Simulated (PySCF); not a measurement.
Ge(NCS)Me3, C4H9GeNS.
Bonds: Ge1–N2, Ge1–C5, Ge1–C9, Ge1–C13, N2–C3, C3–S4. Hydrogens: H6, H7, H8 on C5; H10, H11, H12 on C9; H14, H15, H16 on C13.

The calculation used PBE0-D3(BJ)/def2-SVP geometry optimisation, gas phase (PySCF).

Problem. What internal coordinates does the optimisation give?

Solution. 
| bond | length (pm) |
| --- | --- |
| Ge1–N2 | 185.1 |
| Ge1–C5, Ge1–C9, Ge1–C13 | 194.2 |
| N2–C3 | 119.0 |
| C3–S4 | 158.5 |
| C5–H6 and 8 like bonds | 110.0 |

Bonds in one row agree within 1 pm and their mean is given. A selection of angles:
| angle | degrees |
| --- | --- |
| N2–Ge1–C5 | 105.6 |
| C5–Ge1–C9 | 113.0 |
| Ge1–N2–C3 | 178.1 |
| N2–C3–S4 | 179.9 |
| Ge1–C5–H6 | 110.3 |
| H6–C5–H7 | 108.7 |

Ge1 (germanium bonded to 3 C and N) is distorted tetrahedral (angles from 105.5° to 113.4°). All 3 C–Ge bonds measure 1.942 to 1.943 Å.

No PBE0-D3(BJ)/def2-SVP frequencies stand behind this structure, so it isn't proved a minimum.

The run took 78 s of wall time on an Arm Neoverse V1 with one thread, shared host, and the process peaked at 0.67 GiB of memory. This is the geometry optimisation.
